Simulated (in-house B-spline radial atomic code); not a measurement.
A calculation on Cs2+ (with a hole in an inner shell): its settings, and results tabulated from the run. Computed with an all-electron radial atomic-structure program (B-spline basis): Dirac-Kohn-Sham relativistic LDA, spherical fractional occupations, Fermi nucleus of rms radius 4.8041 fm.

In the input, a minus or plus after the letter marks the j = l - 1/2 or j = l + 1/2 subshell.

Command:
```bash
python run_scf.py task.json out
```
Settings (nuclear radius in fm, mass in u):
```
Z                55
configuration    1s2 2s2 2p6 3s2 3p6 3d10 4s2 4p6 4d10 5s2 5p-1 5p+3 6s1
hamiltonian      dirac
method           lda_x_rel,vwn
spin_polarised   False
nucleus          fermi
rms_radius       4.8041
atomic_mass      132.90545
speed_of_light   137.035999084
```

Output (hartree, bohr):
```
 radial grid: 81 intervals, B-splines of order 8, outer radius 60 bohr

 iter        energy (Eh)    residual
    1       -7764.669278    3.82e-01
    2       -7767.339667    3.80e-01
    3       -7770.593718    4.80e-02
    4       -7770.669012    1.05e-02
    5       -7770.671675    4.41e-03
    6       -7770.672232    1.62e-03
    7       -7770.672288    4.74e-05
    8       -7770.672288    8.48e-06
    9       -7770.672288    2.58e-07

 total energy                     -7770.67229
 kinetic                            8249.7519
 electron-nucleus                 -18848.7685
 Hartree                            3002.3294
 exchange-correlation               -173.9851

 first-order corrections (not in the total)
   Gaunt                             6.8199
   retardation                      -0.7086
   frequency dependence             -0.0691
   self-energy                       4.6500
   Uehling                          -0.6544
   Wichmann-Kroll                    0.0160
   recoil                            0.0214

 orbital      occ     eigenvalue          <r>       <r^2>       <1/r>       <r^4>     <1/r^3>       r_max    small
 1s1/2      2.000     -1307.4170    0.0262098 0.000932078     59.1604 2.27857e-06           -     0.01685  4.09e-02
 2s1/2      2.000      -206.0047     0.112045   0.0148647     13.8729 0.000381326           -     0.09536  8.81e-03
 2p1/2      2.000      -194.1198    0.0942535   0.0109364     13.8647  0.00024127           -     0.07286  8.86e-03
 2p3/2      4.000      -181.3025      0.10012   0.0122097     12.7047 0.000293466     5884.31     0.07783  8.38e-03
 3s1/2      2.000       -43.4940     0.299716    0.102787     4.97214   0.0160544           -      0.2736  2.65e-03
 3p1/2      2.000       -38.4812     0.289396   0.0973428     4.88917   0.0151016           -      0.2598  2.59e-03
 3p3/2      4.000       -36.0238      0.30117    0.105198     4.60093   0.0175461     1154.78      0.2708  2.46e-03
 3d3/2      4.000       -27.1365     0.271701   0.0873186       4.465    0.013867     187.316      0.2185  2.35e-03
 3d5/2      6.000       -26.6121     0.275411    0.089575     4.39109   0.0145345     172.153      0.2217  2.31e-03
 4s1/2      2.000        -8.8641     0.695823    0.547007     2.03536    0.438339           -      0.6438  7.91e-04
 4p1/2      2.000        -7.0578     0.721013    0.592145     1.93019    0.529358           -       0.657  7.28e-04
 4p3/2      4.000        -6.5510     0.748737    0.638296      1.8351    0.615115     238.574      0.6814  6.85e-04
 4d3/2      4.000        -3.5962     0.828882    0.799694     1.60342     1.06042     30.8554      0.7158  5.45e-04
 4d5/2      6.000        -3.5115     0.839186    0.819573     1.57984     1.11408     28.0943      0.7242  5.34e-04
 5s1/2      2.000        -1.7259      1.67799     3.15926    0.788942     14.5938           -       1.517  1.70e-04
 5p1/2      1.000        -1.2511      1.88574     4.01353     0.69519     24.2344           -       1.672  1.35e-04
 5p3/2      3.000        -1.1783      1.96051     4.33681    0.664639     28.2724     34.1875       1.738  1.26e-04
 6s1/2      1.000        -0.5144      3.88005     16.7487    0.331056     393.334           -       3.608  3.89e-05
```

Cost of the run: 1.1 s on 1 thread of x86-64 server CPU (shared host).

For the Dirac Hamiltonian the kinetic term is c α·p + (β - 1)c².
